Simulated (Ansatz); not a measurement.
Molecule: MgBr, charge 0, multiplicity 2. SMILES: [Mg][Br]
Geometry: optimised at B3LYP-D3(BJ)/def2-TZVP (Ansatz, a program for electronic structure).

Property: atomisation energy (electronic, to ground-state atoms), in eV. Cores are frozen in the correlated levels unless marked. UHF or UKS for open shells. Spin-orbit coupling is left out. Frozen are the shells of the preceding noble gas and the d and f shells that filled before the atom's block. No relativistic terms. The coupled-cluster limit lacks core correlation, which all-electron functionals hold. Basis-set limits of correlation are two-point, X^-3; Hartree-Fock from the larger set.

| level | program | atomisation energy (eV) |
|---|---|---|
| PBE/def2-TZVPD | Ansatz | 2.88 |

**Question.** What does CCSD(T)/CBS(def2-TZVPPD,def2-QZVPPD) (Ansatz) give?

**Answer.** 2.92 eV
